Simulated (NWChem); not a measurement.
The numbers come from NWChem runs, not from measurements. System: CH4NO (+1), charge 1, spin multiplicity 1, at a geometry optimised with PBE0/def2-SVP. The structure started from a generated list of species. Level: CIS/6-31+G* (spherical d).

The NWChem input:

```
start mol
memory heap 200 mb stack 900 mb global 1100 mb
charge 1
geometry units angstroms nocenter noautoz
  N      1.108476    -0.128285     0.000000
  C     -0.421621    -0.352793     0.000000
  O     -1.120454     0.581969     0.000000
  H      1.555158    -0.547892     0.831144
  H      1.555158    -0.547892    -0.831144
  H      1.298735     0.886578     0.000000
  H     -0.675025    -1.431791     0.000000
  symmetry group Cs
end
basis spherical
  * library 6-31+g*
end
dft
  xc hfexch
  semidirect memsize 60000000 filesize 0
  iterations 100
end
tddft
  cis
  nroots 8
  notriplet
  thresh 1e-4
end
task tddft energy
```

Output (cleaned and shortened):

```
             Northwest Computational Chemistry Package (NWChem) 7.3.0
             --------------------------------------------------------

                                NWChem Input Module
                                -------------------

 Scaling coordinates for geometry "geometry" by  1.889725989
 (inverse scale =  0.529177249)

 Turning off AUTOSYM since
 SYMMETRY directive was detected!

                             Geometry "geometry" -> ""
                             -------------------------

 Output coordinates in angstroms (scale by  1.889725989 to convert to a.u.)

  No.       Tag          Charge          X              Y              Z
 ---- ---------------- ---------- -------------- -------------- --------------
    1 N                    7.0000     1.10847600    -0.12828500     0.00000000
    2 C                    6.0000    -0.42162100    -0.35279300     0.00000000
    3 O                    8.0000    -1.12045400     0.58196900     0.00000000
    4 H                    1.0000     1.55515800    -0.54789200     0.83114400
    5 H                    1.0000     1.55515800    -0.54789200    -0.83114400
    6 H                    1.0000     1.29873500     0.88657800     0.00000000
    7 H                    1.0000    -0.67502500    -1.43179100     0.00000000

 Effective nuclear repulsion energy (a.u.)      76.6838632703

            Nuclear Dipole moment (a.u.)
            ----------------------------
        X                 Y               Z
 ---------------- ---------------- ----------------
     0.0000000000     0.0000037795     0.0000000000

      Symmetry information
      --------------------

 Group name             Cs
 Group number              2
 Group order               2
 No. of unique centers     6

      Symmetry unique atoms

     1    2    3    4    6    7


 Summary of "ao basis" -> "" (spherical)
 ------------------------------------------------------------------------------
       Tag                 Description            Shells   Functions and Types
 ---------------- ------------------------------  ------  ---------------------
 *                          6-31+g*                   on all atoms

  xc_inp: hfexch multiplicative factor not found.

                                 NWChem DFT Module
                                 -----------------

 Summary of "ao basis" -> "ao basis" (spherical)
 ------------------------------------------------------------------------------
       Tag                 Description            Shells   Functions and Types
 ---------------- ------------------------------  ------  ---------------------
 N                          6-31+g*                  8       18   4s3p1d
 C                          6-31+g*                  8       18   4s3p1d
 O                          6-31+g*                  8       18   4s3p1d
 H                          6-31+g*                  2        2   2s

 Summary of "ao basis" -> "ao basis" (spherical)
 ------------------------------------------------------------------------------
       Tag                 Description            Shells   Functions and Types
 ---------------- ------------------------------  ------  ---------------------
 N                          6-31+g*                  8       18   4s3p1d
 C                          6-31+g*                  8       18   4s3p1d
 O                          6-31+g*                  8       18   4s3p1d
 H                          6-31+g*                  2        2   2s

      Symmetry analysis of basis
      --------------------------

        a'         45
        a"         17

            General Information
            -------------------
          SCF calculation type: DFT
          Wavefunction type:  closed shell.
          No. of atoms     :     7
          No. of electrons :    24
           Alpha electrons :    12
            Beta electrons :    12
          Charge           :     1
          Spin multiplicity:     1
          Use of symmetry is: off; symmetry adaption is: on
          Maximum number of iterations: 100
          AO basis - number of functions:    62
                     number of shells:    32
          Convergence on energy requested:  1.00D-06
          Convergence on density requested:  1.00D-05
          Convergence on gradient requested:  5.00D-04

              XC Information
              --------------
                     Hartree-Fock (Exact) Exchange  1.000

          Convergence Information
          -----------------------
          Convergence aids based upon iterative change in
          total energy or number of iterations.
          Levelshifting, if invoked, occurs when the
          HOMO/LUMO gap drops below (HL_TOL):  1.00D-02
          DIIS, if invoked, will attempt to extrapolate
          using up to (NFOCK): 10 stored Fock matrices.

                    Damping( 0%)  Levelshifting(0.5)       DIIS
                  --------------- ------------------- ---------------
          dE  on:    start            ASAP                start
          dE off:    2 iters        100 iters           100 iters

      Screening Tolerance Information
      -------------------------------
          Density screening/tol_rho:  1.00D-10
          AO Gaussian exp screening on grid/accAOfunc:  14
          CD Gaussian exp screening on grid/accCDfunc:  20
          XC Gaussian exp screening on grid/accXCfunc:  20
          Schwarz screening/accCoul:  1.00D-08

      Superposition of Atomic Density Guess
      -------------------------------------

 Sum of atomic energies:        -168.70880553

 Renormalizing density from      25.00 to     24
[...]
     Occ.   11  a"  ---  Virt.   17  a"       0.25016
     Occ.   11  a"  ---  Virt.   20  a"      -0.09588
     Occ.   11  a"  ---  Virt.   27  a"      -0.07580
     Occ.   12  a'  ---  Virt.   13  a'       0.48441
     Occ.   12  a'  ---  Virt.   15  a'       0.10169
     Occ.   12  a'  ---  Virt.   22  a'       0.07679
     Occ.   12  a'  ---  Virt.   24  a'       0.16024
     Occ.   12  a'  ---  Virt.   25  a'       0.10095
     Occ.   12  a'  ---  Virt.   28  a'       0.21320
  ----------------------------------------------------------------------------
  Root   3 singlet a"             0.389754878 a.u.               10.6058 eV
  ----------------------------------------------------------------------------
     Transition Moments    X -0.00000   Y  0.00000   Z -0.11983
     Transition Moments   XX -0.00000  XY  0.00000  XZ  0.68798
     Transition Moments   YY -0.00000  YZ -0.78020  ZZ -0.00000
     Dipole Oscillator Strength                    0.0037310063
     Electric Quadrupole                           0.0000003411
     Magnetic Dipole                               0.0000071205
     Total Oscillator Strength                     0.0037384679

          sigma_e =   1.1898 Angstrom
          sigma_h =   1.0406 Angstrom
         |d_h->e| =   0.6003 Angstrom
            d_exc =   1.6847 Angstrom
            d_CD1 =   0.7494 Angstrom
            d_CD2 =  -0.5149 Angstrom
            d_CD3 =   2.2850 Angstrom
     Pearson C.C. =   0.0083

     Occ.    4  a'  ---  Virt.   14  a"       0.06981
     Occ.    7  a'  ---  Virt.   14  a"       0.13076
     Occ.    7  a'  ---  Virt.   17  a"      -0.05239
     Occ.    9  a'  ---  Virt.   14  a"      -0.17364
     Occ.    9  a'  ---  Virt.   17  a"       0.06406
     Occ.   10  a'  ---  Virt.   14  a"       0.87673
     Occ.   10  a'  ---  Virt.   17  a"      -0.33034
     Occ.   10  a'  ---  Virt.   20  a"       0.13151
     Occ.   10  a'  ---  Virt.   27  a"       0.14683
     Occ.   10  a'  ---  Virt.   32  a"      -0.08858
     Occ.   10  a'  ---  Virt.   43  a"       0.06073
  ----------------------------------------------------------------------------
  Root   4 singlet a'             0.409161167 a.u.               11.1338 eV
  ----------------------------------------------------------------------------
     Transition Moments    X -0.61931   Y  0.37545   Z  0.00000
     Transition Moments   XX  0.69819  XY -0.71268  XZ  0.00000
     Transition Moments   YY -0.87642  YZ -0.00000  ZZ -0.73321
     Dipole Oscillator Strength                    0.1430736116
     Electric Quadrupole                           0.0000004618
     Magnetic Dipole                               0.0000001309
     Total Oscillator Strength                     0.1430742043

          sigma_e =   2.4244 Angstrom
          sigma_h =   1.3210 Angstrom
         |d_h->e| =   0.9485 Angstrom
            d_exc =   2.8232 Angstrom
            d_CD1 =   2.0519 Angstrom
            d_CD2 =  -0.9242 Angstrom
            d_CD3 =   3.7718 Angstrom
     Pearson C.C. =   0.0862

     Occ.    9  a'  ---  Virt.   13  a'      -0.09140
     Occ.   10  a'  ---  Virt.   31  a'       0.05204
     Occ.   11  a"  ---  Virt.   14  a"       0.37634
     Occ.   11  a"  ---  Virt.   17  a"      -0.12926
     Occ.   11  a"  ---  Virt.   20  a"       0.05763
     Occ.   12  a'  ---  Virt.   13  a'       0.77934
     Occ.   12  a'  ---  Virt.   15  a'      -0.09300
     Occ.   12  a'  ---  Virt.   16  a'       0.36109
     Occ.   12  a'  ---  Virt.   19  a'      -0.06327
     Occ.   12  a'  ---  Virt.   22  a'       0.15078
     Occ.   12  a'  ---  Virt.   24  a'      -0.07790
     Occ.   12  a'  ---  Virt.   25  a'      -0.10079
     Occ.   12  a'  ---  Virt.   28  a'      -0.05734
     Occ.   12  a'  ---  Virt.   29  a'       0.10137
  ----------------------------------------------------------------------------
  Root   5 singlet a'             0.443241290 a.u.               12.0612 eV
  ----------------------------------------------------------------------------
     Transition Moments    X -0.80850   Y -0.52128   Z  0.00000
     Transition Moments   XX -1.02889  XY  0.35128  XZ -0.00000
     Transition Moments   YY  2.17309  YZ  0.00000  ZZ -0.20080
     Dipole Oscillator Strength                    0.2734519809
     Electric Quadrupole                           0.0000013381
     Magnetic Dipole                               0.0000000174
     Total Oscillator Strength                     0.2734533364

          sigma_e =   2.4051 Angstrom
          sigma_h =   1.3602 Angstrom
         |d_h->e| =   1.3200 Angstrom
            d_exc =   3.0008 Angstrom
            d_CD1 =   2.3650 Angstrom
            d_CD2 =  -0.5626 Angstrom
            d_CD3 =   4.3208 Angstrom
     Pearson C.C. =   0.0569

     Occ.    9  a'  ---  Virt.   15  a'      -0.07955
     Occ.   10  a'  ---  Virt.   15  a'      -0.05580
     Occ.   11  a"  ---  Virt.   14  a"       0.16160
     Occ.   11  a"  ---  Virt.   17  a"      -0.06105
     Occ.   12  a'  ---  Virt.   15  a'       0.91822
     Occ.   12  a'  ---  Virt.   19  a'      -0.08215
     Occ.   12  a'  ---  Virt.   21  a'      -0.09985
     Occ.   12  a'  ---  Virt.   24  a'       0.23447
     Occ.   12  a'  ---  Virt.   26  a'      -0.12568
     Occ.   12  a'  ---  Virt.   31  a'      -0.05464
  ----------------------------------------------------------------------------
  Root   6 singlet a'             0.459347519 a.u.               12.4995 eV
  ----------------------------------------------------------------------------
     Transition Moments    X -0.56109   Y  0.48982   Z  0.00000
     Transition Moments   XX -1.44683  XY -0.30844  XZ  0.00000
     Transition Moments   YY  0.38504  YZ  0.00000  ZZ -0.18685
     Dipole Oscillator Strength                    0.1698810691
     Electric Quadrupole                           0.0000005025
     Magnetic Dipole                               0.0000055234
     Total Oscillator Strength                     0.1698870950

          sigma_e =   2.8392 Angstrom
          sigma_h =   1.3262 Angstrom
         |d_h->e| =   0.6354 Angstrom
            d_exc =   3.0512 Angstrom
            d_CD1 =   2.1485 Angstrom
            d_CD2 =  -1.4473 Angstrom
            d_CD3 =   3.6866 Angstrom
     Pearson C.C. =   0.1214

     Occ.    9  a'  ---  Virt.   13  a'      -0.14424
     Occ.   11  a"  ---  Virt.   14  a"       0.19398
     Occ.   11  a"  ---  Virt.   17  a"      -0.08023
     Occ.   12  a'  ---  Virt.   13  a'       0.28729
     Occ.   12  a'  ---  Virt.   15  a'      -0.07542
     Occ.   12  a'  ---  Virt.   16  a'      -0.85617
     Occ.   12  a'  ---  Virt.   18  a'      -0.08972
     Occ.   12  a'  ---  Virt.   19  a'       0.07997
     Occ.   12  a'  ---  Virt.   22  a'       0.05802
     Occ.   12  a'  ---  Virt.   24  a'       0.08953
     Occ.   12  a'  ---  Virt.   25  a'       0.10314
     Occ.   12  a'  ---  Virt.   26  a'       0.08383
     Occ.   12  a'  ---  Virt.   29  a'      -0.20776
  ----------------------------------------------------------------------------
  Root   7 singlet a"             0.465324154 a.u.               12.6621 eV
  ----------------------------------------------------------------------------
     Transition Moments    X  0.00000   Y -0.00000   Z  0.24383
     Transition Moments   XX  0.00000  XY  0.00000  XZ  0.72916
     Transition Moments   YY -0.00000  YZ -0.28981  ZZ  0.00000
     Dipole Oscillator Strength                    0.0184433478
     Electric Quadrupole                           0.0000003303
     Magnetic Dipole                               0.0000000902
     Total Oscillator Strength                     0.0184437683

          sigma_e =   2.7585 Angstrom
          sigma_h =   1.3736 Angstrom
         |d_h->e| =   1.1277 Angstrom
            d_exc =   3.2271 Angstrom
            d_CD1 =   2.5126 Angstrom
            d_CD2 =  -0.9383 Angstrom
            d_CD3 =   4.3548 Angstrom
     Pearson C.C. =   0.0467

     Occ.    9  a'  ---  Virt.   17  a"       0.09156
     Occ.    9  a'  ---  Virt.   23  a"       0.06944
     Occ.   11  a"  ---  Virt.   13  a'       0.05214
     Occ.   12  a'  ---  Virt.   14  a"      -0.30669
     Occ.   12  a'  ---  Virt.   17  a"      -0.92254
     Occ.   12  a'  ---  Virt.   27  a"      -0.13571
     Occ.   12  a'  ---  Virt.   32  a"      -0.05044
  ----------------------------------------------------------------------------
  Root   8 singlet a"             0.475163537 a.u.               12.9299 eV
  ----------------------------------------------------------------------------
     Transition Moments    X  0.00000   Y -0.00000   Z  0.22039
     Transition Moments   XX -0.00000  XY  0.00000  XZ -1.31750
     Transition Moments   YY -0.00000  YZ  0.25925  ZZ  0.00000
     Dipole Oscillator Strength                    0.0153859863
     Electric Quadrupole                           0.0000010301
     Magnetic Dipole                               0.0000032096
     Total Oscillator Strength                     0.0153902260

          sigma_e =   2.3951 Angstrom
          sigma_h =   1.1629 Angstrom
         |d_h->e| =   1.5289 Angstrom
            d_exc =   3.0327 Angstrom
            d_CD1 =   2.7611 Angstrom
            d_CD2 =  -0.2501 Angstrom
            d_CD3 =   4.5617 Angstrom
     Pearson C.C. =   0.0411

     Occ.    8  a"  ---  Virt.   13  a'       0.09677
     Occ.    8  a"  ---  Virt.   22  a'       0.05062
     Occ.    9  a'  ---  Virt.   14  a"       0.08348
     Occ.   11  a"  ---  Virt.   13  a'      -0.90928
     Occ.   11  a"  ---  Virt.   15  a'      -0.07126
     Occ.   11  a"  ---  Virt.   16  a'      -0.19661
     Occ.   11  a"  ---  Virt.   19  a'       0.07718
     Occ.   11  a"  ---  Virt.   21  a'       0.05229
     Occ.   11  a"  ---  Virt.   22  a'      -0.13387
     Occ.   11  a"  ---  Virt.   24  a'      -0.16445
     Occ.   11  a"  ---  Virt.   28  a'      -0.17678
     Occ.   11  a"  ---  Virt.   29  a'      -0.08273
     Occ.   12  a'  ---  Virt.   14  a"      -0.05166
     Occ.   12  a'  ---  Virt.   17  a"      -0.05911

              Target root =      1
          Target symmetry = none
      Ground state energy =   -169.235098727738
        Excitation energy =      0.209186062403
     Excited state energy =   -169.025912665335

  stored tddft:energy   -169.02591266533537

 Task  times  cpu:       19.7s     wall:       19.7s

 Total times  cpu:       19.8s     wall:       19.8s
```
